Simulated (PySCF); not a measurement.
C₅H₁₁Al.
SMILES with atom numbers: `[AlH2:1][CH:2]1[CH2:3][CH2:4][CH2:5][CH2:6]1` (hydrogens: H7, H8 on Al1; H9 on C2; H10, H11 on C3; H12, H13 on C4; H14, H15 on C5; H16, H17 on C6)

The closed-shell ground state was solved at several levels (PySCF, density fitting, gas phase, non-relativistic). One conformer (not necessarily the lowest) at the PBE0-D3(BJ)/def2-SVP geometry, without solvent, vibrations or thermal averaging.

| level | basis functions | total energy (Eh) | HOMO (eV) | LUMO (eV) | gap (eV) | dipole (D) |
| --- | --- | --- | --- | --- | --- | --- |
| wB97X-D/pcSseg-1 | 164 | -439.4549 | -8.98 | 0.29 | 9.27 | 0.87 |
| CAM-B3LYP/def2-SVPD | 212 | -439.2310 | -8.43 | -0.41 | 8.02 | 0.92 |

Task: What might PBE0/pcSseg-1 (164 basis functions) give for the same quantities?

Result: Total energy -439.1638 Eh, HOMO -7.12 eV, LUMO -1.39 eV, gap 5.73 eV, dipole 0.90 D.

Task: Over all these levels, which gives the widest orbital gap and which the narrowest?

Result: wB97X-D/pcSseg-1 (range-separated hybrid) has the widest, 9.27 eV, and PBE0/pcSseg-1 (global hybrid, 25 % exact exchange) the narrowest, 5.73 eV. The two share the basis. From the narrowest to the widest the HOMO moves by -1.86 eV and the LUMO by +1.68 eV.

Task: How far do the dipole and the HOMO energy spread over the levels?

Result: The dipole runs from 0.87 to 0.92 D (mean 0.90 D) and the HOMO from -8.98 to -7.12 eV.

Note: wB97X-D ran without an empirical dispersion term, which enters the total energy and its gradient alone.
